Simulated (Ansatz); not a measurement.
Ge(NCO)4 (GeC₄N₄O₄). Total charge 0; singlet. Geometry PBE-D4/def2-SVP, basis def2-TZVP, Ansatz.

| run | HOMO (eV) | LUMO (eV) |
| --- | --- | --- |
| A | -9.27 | -1.41 |
| B | -7.83 | -2.44 |
| C | -8.17 | -2.20 |
| D | -7.69 | -2.36 |
| E | -8.70 | -1.83 |

Problem. The runs used BLYP, PBE, PBE0, r2SCAN, r2SCANh. Estimate which is which.

Solution. A PBE0 (25 % exact exchange); B PBE (0 % exact exchange); C r2SCAN (0 % exact exchange); D BLYP (0 % exact exchange); E r2SCANh (10 % exact exchange). Exact exchange lowers occupied and raises empty levels; among semilocal functionals meta-GGAs tend to open the gap a little, and such runs are hard to tell apart. The gap grows from 5.33 eV (BLYP) to 7.86 eV (PBE0).
